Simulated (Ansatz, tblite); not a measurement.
Cost and result up the ladder for In7Sb8H24⁺, a nanocrystal cut from zinc blende InSb (hydrogen-capped) (39 atoms). Charge 1, multiplicity 1. Geometry: PBE-D4/def2-SVP.

```tsv
atom	x (Å)	y (Å)	z (Å)
In1	1.870	1.676	-4.568
In2	-0.044	4.247	-0.324
In3	4.186	0.781	0.135
In4	-0.360	-0.528	-0.675
In5	1.721	-1.790	3.463
In6	-2.519	1.679	3.000
In7	-3.139	-3.542	2.188
Sb8	4.034	1.018	-2.816
Sb9	0.596	3.834	-3.189
Sb10	0.088	-0.360	-3.514
Sb11	-1.568	1.837	0.255
Sb12	2.051	-1.126	0.650
Sb13	-2.193	-2.735	-0.436
Sb14	-0.522	-3.724	3.328
Sb15	-3.959	-0.911	2.955
H16	2.067	1.687	-6.287
H17	-1.175	5.553	-0.388
H18	1.500	3.997	0.415
H19	3.558	2.314	0.638
H20	5.679	-0.063	0.357
H21	0.939	-0.415	4.163
H22	3.052	-2.799	3.910
H23	-3.811	2.818	3.156
H24	-1.122	1.275	3.939
H25	-4.237	-4.880	2.212
H26	5.245	2.116	-3.345
H27	4.723	-0.354	-3.586
H28	1.506	5.180	-3.751
H29	-0.768	4.149	-4.184
H30	-1.453	-0.321	-4.271
H31	0.516	-1.932	-4.057
H32	-2.963	1.878	-0.749
H33	2.483	-2.585	-0.153
H34	-1.521	-4.052	-1.309
H35	-3.490	-2.439	-1.522
H36	0.014	-5.255	2.763
H37	-0.881	-4.267	4.919
H38	-5.478	-0.760	2.168
H39	-4.622	-1.201	4.513
```

Ansatz on 2 threads of AMD EPYC 7R13 on a shared host and a share (18 GiB) of an NVIDIA H100 80GB HBM3; xTB runs through tblite on one thread. Times are rough, summed over both states, and most runs start from the orbitals of an earlier one. PBE0-D4/def2-SVP serves as the yardstick here, not as an exact answer. The other state is a triplet.

In the def2 sets In, Sb take a core potential; there is no spin–orbit coupling. The xTB rows come from tblite. Single mean-field runs in def2-SVP are fitted with def2-universal-jkfit.

xTB has no spin-polarisation term.

```json
{"level": "GFN1-xTB", "functions": "183", "wall time": "0.44 s", "vertical triplet (eV)": "2.19", "difference from PBE0-D4/def2-SVP (eV)": "-1.28"}
{"level": "GFN2-xTB", "functions": "159", "wall time": "0.54 s", "vertical triplet (eV)": "2.38", "difference from PBE0-D4/def2-SVP (eV)": "-1.09"}
{"level": "PBE-D4/def2-SVP", "functions": "510", "wall time": "18 s", "vertical triplet (eV)": "2.92", "difference from PBE0-D4/def2-SVP (eV)": "-0.55"}
{"level": "PBE0-D4/def2-SVP (with forces)", "functions": "510", "wall time": "29 s", "vertical triplet (eV)": "3.47", "difference from PBE0-D4/def2-SVP (eV)": "0.00"}
```
